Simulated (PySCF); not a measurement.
Worked example: chemical shift, span and skew from a shielding tensor

CH8N2Si, SMILES C[SiH](N)N. Atoms are numbered in the order given.

```xyz
12

Si    -0.3503    -0.0910     0.0000
C      0.1247     1.7249     0.0000
N      0.2185    -0.7512     1.5108
N      0.2185    -0.7512    -1.5108
H     -1.8194    -0.3415     0.0000
H     -0.2628     2.2347     0.8954
H      1.2226     1.8412     0.0000
H     -0.2628     2.2347    -0.8954
H     -0.0654    -1.6867     1.7886
H      1.1754    -0.5775     1.8070
H     -0.0654    -1.6867    -1.7886
H      1.1754    -0.5775    -1.8070
```
Charge 0, spin multiplicity 1.

Coordinates come from a B3LYP-D3(BJ)/def2-SVP optimisation. One conformer was computed; it need not be the lowest.

GIAO shieldings from PySCF with HF/pcSseg-1, non-relativistic, no solvent. The symmetric part of the tensor of N3 has the principal values 222.4, 229.8, 262.3 ppm. The same nucleus in NH3 has σ = 267.3 ppm at this level (PySCF, at its B3LYP-D3(BJ)/def2-TZVP geometry).

Question: Work out the isotropic shielding, the ¹⁵N shift against NH3, the span and the skew.

Answer: 
σ(iso) = (σ11 + σ22 + σ33)/3 = 238.2 ppm. δ = σ(ref) − σ(iso) = 267.3 − (238.2) = 29.1 ppm.
Span Ω = σ33 − σ11 = 39.9 ppm. Skew κ = 3(σ(iso) − σ22)/Ω = 0.63. Tumbling in solution averages the tensor to δ; in a static solid the shielding alone would spread this spin-1/2 line over Ω.
